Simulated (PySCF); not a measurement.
C₂H₆AlF (SMILES [CH3][Al]([CH3])[F]), singlet, at a GFN2-xTB geometry (such geometries of metal compounds can be far from the true shape); DF-CAMB3LYP/pcseg-1 (PySCF).

The PySCF input:
```python
from pyscf import gto, scf, dft

mol = gto.M(
    atom='''
Al   -0.018122    0.013841   -0.018150
C     1.808266   -0.200631   -0.776433
H     2.235444   -1.187839   -0.587723
H     2.517574    0.524854   -0.369295
H     1.788200   -0.049842   -1.860537
C    -0.745277   -0.556671    1.742736
H    -1.426969   -1.406597    1.640447
H    -1.330043    0.248003    2.199605
H     0.027221   -0.849799    2.455767
F    -1.105974    0.787233   -1.004459
''',
    basis='pcseg-1',
    charge=0,
    spin=0,
    verbose=4,
    max_memory=1800,
)

mf = dft.RKS(mol)
mf.xc = 'camb3lyp'
mf = mf.density_fit(auxbasis='def2-universal-jkfit')
mf.kernel()
```

Output, abridged:

```
PySCF version 2.14.0

[INPUT] verbose = 4
[INPUT] num. atoms = 10
[INPUT] num. electrons = 40
[INPUT] charge = 0
[INPUT] spin (= nelec alpha-beta = 2S) = 0
[INPUT] symmetry False subgroup None
[INPUT] Mole.unit = angstrom
[INPUT] Symbol           X                Y                Z      unit          X                Y                Z       unit  Magmom
[INPUT]  1 Al    -0.018122000000   0.013841000000  -0.018150000000 AA   -0.034245616829   0.026155699290  -0.034298529161 Bohr   0.0
[INPUT]  2 C      1.808266000000  -0.200631000000  -0.776433000000 AA    3.417127500363  -0.379137642098  -1.467245724074 Bohr   0.0
[INPUT]  3 H      2.235444000000  -1.187839000000  -0.587723000000 AA    4.224376926802  -2.244690390077  -1.110635507108 Bohr   0.0
[INPUT]  4 H      2.517574000000   0.524854000000  -0.369295000000 AA    4.757525358326   0.991830315382  -0.697866409171 Bohr   0.0
[INPUT]  5 H      1.788200000000  -0.049842000000  -1.860537000000 AA    3.379208255947  -0.094187729501  -3.515905374620 Bohr   0.0
[INPUT]  6 C     -0.745277000000  -0.556671000000   1.742736000000 AA   -1.408369416937  -1.051955731488   3.293293747420 Bohr   0.0
[INPUT]  7 H     -1.426969000000  -1.406597000000   1.640447000000 AA   -2.696580598244  -2.658083097635   3.099995551864 Bohr   0.0
[INPUT]  8 H     -1.330043000000   0.248003000000   2.199605000000 AA   -2.513417003895   0.468657748071   4.156651032224 Bohr   0.0
[INPUT]  9 H      0.027221000000  -0.849799000000   2.455767000000 AA    0.051440234837  -1.605887370929   4.640727055745 Bohr   0.0
[INPUT] 10 F     -1.105974000000   0.787233000000  -1.004459000000 AA   -2.089987960890   1.487654766220  -1.898152413354 Bohr   0.0

nuclear repulsion = 151.509376547302
number of shells = 24
number of NR pGTOs = 161
number of NR cGTOs = 90
basis = pcseg-1
ecp = {}

******** <class 'pyscf.df.df_jk.DFRKS'> ********
method = DFRKS
initial guess = minao
damping factor = 0
level_shift factor = 0
DIIS = <class 'pyscf.scf.diis.CDIIS'>
diis_start_cycle = 1
diis_space = 8
diis_damp = 0
SCF conv_tol = 1e-09
SCF conv_tol_grad = None
SCF max_cycles = 50
direct_scf = False
XC library pyscf.dft.libxc version 7.1.2
    S. Lehtola, C. Steigemann, M. J. T. Oliveira, and M. A. L. Marques,  SoftwareX 7, 1–5 (2018)
XC functionals = camb3lyp
    T. Yanai, D. P. Tew, and N. C. Handy,  Chem. Phys. Lett. 393, 51 (2004)
radial grids:
    Treutler-Ahlrichs [JCP 102, 346 (1995); DOI:10.1063/1.469408] (M4) radial grids

becke partition: Becke, JCP 88, 2547 (1988); DOI:10.1063/1.454033
pruning grids: <function nwchem_prune>
grids dens level: 3
symmetrized grids: False
atomic radii adjust function: <function treutler_atomic_radii_adjust>
small_rho_cutoff = 0
Set gradient conv threshold to 3.16228e-05
Initial guess from minao.
tot grids = 120528
******** <class 'pyscf.df.df.DF'> ********
auxbasis = def2-universal-jkfit
Create RSH-DF object <pyscf.df.df.DF object> for omega=0.33
******** <class 'pyscf.df.df.DF'> ********
auxbasis = auxmol.basis = def2-universal-jkfit
init E= -421.94824239303
  HOMO = -0.325521118278873  LUMO = -0.0385183495770387  gap/eV = 7.80974
cycle= 1 E= -421.997384017255  delta_E= -0.0491  |g|= 0.617  |ddm|= 2.79
  HOMO = -0.288366102452357  LUMO = 0.0220569906673913  gap/eV = 8.44704
cycle= 2 E= -421.968037859236  delta_E= 0.0293  |g|= 0.806  |ddm|= 0.982
  HOMO = -0.337402251564911  LUMO = 0.013468108046891  gap/eV = 9.54767
cycle= 3 E= -422.073658472892  delta_E= -0.106  |g|= 0.0661  |ddm|= 0.516
  HOMO = -0.346974400767387  LUMO = 0.014273464352129  gap/eV = 9.83006
cycle= 4 E= -422.074608530494  delta_E= -0.00095  |g|= 0.0238  |ddm|= 0.0686
  HOMO = -0.34316351026082  LUMO = 0.0153872741439116  gap/eV = 9.75666
cycle= 5 E= -422.074755757287  delta_E= -0.000147  |g|= 0.00181  |ddm|= 0.0235
  HOMO = -0.343621925338515  LUMO = 0.0150261351052547  gap/eV = 9.75931
cycle= 6 E= -422.07475708406  delta_E= -1.33e-06  |g|= 0.000365  |ddm|= 0.00377
  HOMO = -0.343601606454458  LUMO = 0.015052281311414  gap/eV = 9.75947
cycle= 7 E= -422.074757150945  delta_E= -6.69e-08  |g|= 7.41e-05  |ddm|= 0.000915
  HOMO = -0.343614948397149  LUMO = 0.0150419535625592  gap/eV = 9.75955
cycle= 8 E= -422.07475715349  delta_E= -2.54e-09  |g|= 1.38e-05  |ddm|= 0.000178
  HOMO = -0.3436131585854  LUMO = 0.0150440237981466  gap/eV = 9.75956
cycle= 9 E= -422.074757153575  delta_E= -8.44e-11  |g|= 5.27e-06  |ddm|= 3.02e-05
  HOMO = -0.343613098564246  LUMO = 0.0150439528958008  gap/eV = 9.75956
Extra cycle  E= -422.074757153576  delta_E= -1.02e-12  |g|= 5.33e-06  |ddm|= 9.27e-06
converged SCF energy = -422.074757153576
```
